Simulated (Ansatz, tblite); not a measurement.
Forces on Ti2S2 at its PBE-D4/def2-SVP geometry. Charge 0, multiplicity 1.

The xTB rows come from tblite. At r2SCAN-D4/def2-TZVP the restricted singlet is unstable: a solution with broken spin symmetry lies lower. The geometry of the singlet was relaxed on an unsound state (restricted singlet, unstable towards broken spin symmetry at other levels and untested here). The order of the spin states hangs on the level: the quintet lies 0.14 eV below the singlet at PBE0-D4/def2-TZVP, but 0.10 eV above it at r2SCAN-D4/def2-TZVP. The singlet is doubtful at PBE0-D4/def2-TZVP (restricted singlet, unstable towards broken spin symmetry). The singlet is doubtful at r2SCAN-D4/def2-TZVP (restricted singlet, unstable towards broken spin symmetry). The structure comes from a short search, and lower isomers may exist.

GFN1-xTB (tblite), largest force 6.90 eV/Å:

```xyz
4
positions Å, forces eV/Å
Ti    0.593   -0.937    0.385    4.632   -4.136    3.005
Ti   -0.957    0.279   -0.620   -5.020    3.435   -3.255
S    -0.811    0.331    1.650   -0.302    0.351    0.891
S     1.175    0.327   -1.415    0.689    0.350   -0.641
```

GFN2-xTB (tblite), largest force 8.94 eV/Å:

```
Ti 5.821 -5.640 3.778
Ti -6.649 4.143 -4.312
S -0.627 0.750 1.876
S 1.455 0.747 -1.341
```

r2SCAN-D4/def2-TZVP (Ansatz), largest force 0.06 eV/Å:

```
Ti 0.027 0.040 0.019
Ti 0.020 0.046 0.011
S -0.004 -0.044 -0.045
S -0.044 -0.043 0.014
```
